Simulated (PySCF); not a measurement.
C2H6BFN2, SMILES C(/B(F)N)=N\C. Atoms are numbered in the order given.

```xyz
12

C      0.0662     2.6934     0.0000
N     -0.3498     1.3131     0.0000
C      0.5315     0.3898     0.0000
B      0.0721    -1.1233     0.0000
N     -1.2830    -1.4359     0.0000
F      1.0037    -2.0941     0.0000
H      1.1670     2.8322     0.0000
H     -0.3580     3.2032    -0.8822
H     -0.3580     3.2032     0.8822
H      1.6164     0.6443     0.0000
H     -1.6562    -2.3766     0.0000
H     -1.9616    -0.6820     0.0000
```

Coordinates come from a B3LYP-D3(BJ)/def2-SVP optimisation. The structure was generated by enumeration; whether it is a known compound was not checked. The values are those of a single conformer.

The numbers are results of PBE/def2-TZVP (PySCF), not measurements.

Atomic charges (e):

```json
[
 {"atom": "C1", "Mulliken": "?", "meta-Löwdin": "-0.25", "Löwdin": "-0.34"},
 {"atom": "N2", "Mulliken": "-0.15", "meta-Löwdin": "-0.20", "Löwdin": "0.11"},
 {"atom": "C3", "Mulliken": "?", "meta-Löwdin": "-0.09", "Löwdin": "-0.16"},
 {"atom": "B4", "Mulliken": "?", "meta-Löwdin": "0.35", "Löwdin": "-0.87"},
 {"atom": "N5", "Mulliken": "-0.42", "meta-Löwdin": "-0.45", "Löwdin": "0.09"},
 {"atom": "F6", "Mulliken": "-0.24", "meta-Löwdin": "-0.30", "Löwdin": "0.32"},
 {"atom": "H7", "Mulliken": "0.09", "meta-Löwdin": "0.09", "Löwdin": "0.10"},
 {"atom": "H8", "Mulliken": "0.13", "meta-Löwdin": "0.13", "Löwdin": "0.12"},
 {"atom": "H9", "Mulliken": "0.13", "meta-Löwdin": "0.13", "Löwdin": "0.12"},
 {"atom": "H10", "Mulliken": "0.06", "meta-Löwdin": "0.08", "Löwdin": "0.13"},
 {"atom": "H11", "Mulliken": "?", "meta-Löwdin": "0.24", "Löwdin": "0.18"},
 {"atom": "H12", "Mulliken": "?", "meta-Löwdin": "0.26", "Löwdin": "0.19"}
]
```

### Question
What belongs in the gaps? (Estimate from the structure and the level; the computed values follow.)

### Answer

- C1, Mulliken: -0.26
- C3, Mulliken: -0.15
- B4, Mulliken: 0.34
- H11, Mulliken: 0.23
- H12, Mulliken: 0.24

Computed Mayer and Wiberg (Löwdin basis) orders of the bonds:
```json
[
 {"bond": "C1–N2", "Mayer": "1.00", "Wiberg": "1.42"},
 {"bond": "N2–C3", "Mayer": "1.79", "Wiberg": "2.20"},
 {"bond": "C3–B4", "Mayer": "0.98", "Wiberg": "1.16"},
 {"bond": "B4–N5", "Mayer": "1.41", "Wiberg": "1.86"},
 {"bond": "B4–F6", "Mayer": "1.19", "Wiberg": "2.03"},
 {"bond": "C1–H7", "Mayer": "0.95", "Wiberg": "0.91"},
 {"bond": "C1–H8", "Mayer": "0.95", "Wiberg": "0.91"},
 {"bond": "C1–H9", "Mayer": "0.95", "Wiberg": "0.91"},
 {"bond": "C3–H10", "Mayer": "0.91", "Wiberg": "0.82"},
 {"bond": "N5–H11", "Mayer": "0.91", "Wiberg": "0.89"},
 {"bond": "N5–H12", "Mayer": "0.89", "Wiberg": "0.87"}
]
```
